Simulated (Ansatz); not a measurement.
System: C2H2F3, charge 0, multiplicity 2. It need not be the lowest isomer of its formula. 
Coordinates optimised at B3LYP-D3(BJ)/def2-TZVP (Ansatz, an electronic-structure program):
```
C
F 1 1.3819
H 1 1.0904 2 109.51
H 1 1.0974 3 109.86 2 -118.50
C 1 1.4963 3 109.09 4 -121.29
F 5 1.3303 1 115.84 3 174.48
F 5 1.3350 6 110.51 1 131.44
```
Charge 0, spin multiplicity 2.

Property: atomisation energy (electronic, to ground-state atoms); the coupled-cluster value holds the core correlation from cc-pwCVTZ, in eV. Cores are frozen in the correlated levels unless marked. Open shells are spin-unrestricted. Spin-orbit coupling is left out. Non-relativistic. Basis-set limits of correlation are two-point, X^-3; Hartree-Fock from the larger set (for Q and 5 zeta extrapolated as (X+1)exp(-9√X)).

Level to compare with: CCSD(T)/CBS(cc-pVQZ,cc-pV5Z) plus the core term (Ansatz), 27.46 eV. It is a level with limits of its own, and the differences hold the functionals' basis error too.

Question: Rank these functionals by how close they come to CCSD(T)/CBS(cc-pVQZ,cc-pV5Z), closest first: PBE0/def2-TZVPD (Ansatz); r2SCAN0/def2-TZVPD (Ansatz); BLYP/def2-TZVPD (Ansatz).

Answer: BLYP/def2-TZVPD (GGA, 27.52 eV, difference 0.06), PBE0/def2-TZVPD (global hybrid, 27.68 eV, difference 0.22), r2SCAN0/def2-TZVPD (hybrid meta-GGA, 26.93 eV, difference -0.53)
